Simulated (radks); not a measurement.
Results of a calculation; reference values are marked as such.
Te2+, configuration [Kr] 4d10 5s2 5p2.

Level of theory: non-relativistic Kohn-Sham, SCAN, spin-unpolarised, spherical densities, point nucleus; meta-GGA in the generalised Kohn-Sham scheme; relativity is left out, which matters for an element this heavy (a radial shooting solver on a logarithmic mesh with Libxc functionals).

Energy parts (hartree):
total: -6613.73927
kinetic: 6611.33911
electron-nucleus: -15671.99377
Hartree: 2618.14122
exchange-correlation: -171.22583

Orbitals (lengths in bohr, moments of r in powers of bohr):
orbital  occ.  eigenvalue (hartree)   <1/r>
1s          2             -1119.710   51.47
2s          2             -168.7784   11.81
2p          6             -158.2758   11.80
3s          2             -34.32708   4.303
3p          6             -29.90979   4.218
3d         10             -21.76279   4.076
4s          2              -6.46362   1.730
4p          6              -4.93012   1.626
4d         10              -2.34869   1.378
5s          2              -1.16757  0.6260
5p          2              -0.82175  0.5420

The highest occupied level is 5p at -22.361 eV. For comparison, the ionisation energy in NIST's Atomic Spectra Database is 27.84 eV (measured). In exact Kohn-Sham theory the highest level is minus the ionisation energy, but local and semilocal functionals leave it too shallow, through self-interaction and a potential that decays too fast; potentials with the right tail come closer. The electron density at the nucleus is 9.915e+04 e/bohr^3.

Beside tabulated values, note that spin-unpolarised runs miss the spin-polarisation part of the exchange energy of open shells.
